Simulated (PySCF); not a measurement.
# Electronic structure of Ir (iridium, neutral) at the UHF level

Configuration: [Xe] 4f14 5d6 6s2 7s1, high-spin 6D determinant (an excited configuration). Calculation: PySCF 2.14, in aug-cc-pVTZ-PP with one added diffuse shell each of s, p, d, f, g type with ECP60MDF (7s7p6d4f3g, 113 functions); scalar relativity through the core potential.

| Quantity | Value |
| --- | --- |
| Total energy | -103.372263 hartree |
| One-electron energy | -175.5634 hartree |
| Hartree (Coulomb) energy | 81.6178 hartree |
| Exchange energy | -9.4267 hartree |
| ⟨S²⟩ | 8.7629 |
| ⟨L²⟩ | 6.036 |
| Sum of ⟨r⟩ | 32.72 bohr |
| Sum of ⟨r²⟩ | 127.2 bohr² |
| Traceless quadrupole moment −½Σ⟨3z² − r²⟩ along its main axis | -0.474 e·bohr² |

| shell | electrons | mean orbital energy (hartree) | spread (hartree) | rms radius, mean of both spins (bohr) |
| --- | --- | --- | --- | --- |
| 5s α | 1 | -4.62490 | 0 | 1.06 |
| 5s β | 1 | -4.40386 | 0 | 1.06 |
| 5p α | 3 | -2.89463 | 0.05478 | 1.22 |
| 5p β | 3 | -2.58761 | 0.04228 | 1.22 |
| 5d α | 5 | -0.80010 | 0.06472 | 1.72 |
| 5d β | 1 | -0.65034 | 0 | 1.72 |
| 6s α | 1 | -0.52404 | 0 | 2.95 |
| 6s β | 1 | -0.43895 | 0 | 2.95 |
| 7s α | 1 | -0.09185 | 0 | 8.99 |

Energies and moments cover only the electrons outside the core potential. Spin-orbit coupling, absent here, splits the open shell strongly. The outer electron is Rydberg-like, and this basis confines it to a smaller radius and binds it less than a complete one would.
